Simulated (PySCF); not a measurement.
MoOCl2: one-bond stretch

Level of theory: UPBE/[Mo def2-SVP with ECP28, O def2-SVP, Cl def2-SVP], scalar-relativistic core potentials, density fitting, no spin–orbit coupling, PySCF.

Rigid scan from the triplet minimum (Mo–Cl 2.288 Å (×2), Mo–O 1.667 Å; Cl–Mo–Cl 119.9°, Cl–Mo–O 120.0° (×2)). Coordinate: the bond from Mo to the last atom (Cl) scaled, the rest fixed. Energies in kJ/mol from the minimum.

(1) Predict the curve at 1.00, 1.05, 1.12, 1.20, 1.35, 1.55, 1.80.

## Answers

(1) 
```
scale of one bond  E (kJ/mol)  dipole size (D)  ⟨S²⟩
             1.00         0.0             0.12  2.02
             1.05         8.1             0.50  2.02
             1.12        38.1             1.20  2.02
             1.20        85.5             1.94  2.02
             1.35       180.8             3.14  2.03
             1.55       286.2                –  2.10
             1.80       365.0                –  2.42
```

Spin contamination is strong at 1.80, so these points are less reliable.

Open d and f shells are described by one determinant, and the ground state may have another occupation or spin.

Other isomers or separated fragments may lie lower.

The scan took 2.5 min on 2 threads of a shared AMD EPYC 7R43 64-Core (Zen 3) host; the process peaked at 0.88 GiB.
